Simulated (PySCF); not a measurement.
A calculated (M06-2X, PySCF 2.14, def2-TZVP, no relativity, point nucleus) atom or ion has these occupied shells.

| shell | electrons | orbital energy (eV) | rms radius, mean of both spins (bohr) |
| --- | --- | --- | --- |
| 1s | 2 | -68.386 | 0.674 |

(1) Name the element and its charge.

Results:

(1) Li⁺ (lithium, charge +1), in 1s2, closed-shell 1S.
